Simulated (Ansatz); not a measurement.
All numbers were calculated with Ansatz.

Basis-set series for C2H8AlCl2N (`C[NH2+][Al-]([CH3])([Cl])[Cl]`). The species carries charge 0 and has multiplicity 1. All single points use the PBE0-D4/def2-TZVP geometry. It is one conformer, not always the lowest.

```xyz
14

C     0.832   -0.722   -1.433
N    -0.551   -0.551   -0.954
Al   -0.753   -0.117    1.003
C     0.339    1.450    1.373
Cl   -2.877    0.131    1.011
Cl   -0.097   -1.989    1.806
H     1.310   -1.498   -0.837
H     0.864   -0.999   -2.488
H     1.374    0.211   -1.287
H    -1.079   -1.409   -1.093
H    -1.035    0.163   -1.492
H     1.408    1.250    1.261
H     0.185    1.784    2.403
H     0.081    2.296    0.727
```

| functional | basis | functions | energy (Eh) | HOMO (eV) | LUMO (eV) |
| --- | --- | --- | --- | --- | --- |
| PBE0-D4 | def2-SVP | 136 | -1297.77673 | -7.74 | 0.47 |
| PBE0-D4 | def2-QZVPP | 621 | -1298.37259 | -7.91 | -0.39 |
| ωB97M-V | def2-SVP | 136 | -1298.21017 | -9.94 | 2.07 |
| ωB97M-V | def2-QZVPP | 621 | -1298.80878 | -10.15 | 0.77 |

(1) Give the rows for def2-TZVPP. (Best estimate.)

## Answers

(1) The calculation gave: 
| functional | basis | functions | energy (Eh) | HOMO (eV) | LUMO (eV) |
| --- | --- | --- | --- | --- | --- |
| PBE0-D4 | def2-TZVPP | 331 | -1298.32978 | -7.88 | -0.05 |
| ωB97M-V | def2-TZVPP | 331 | -1298.76769 | -10.11 | 1.37 |

Positive LUMOs are unbound and depend on the basis.
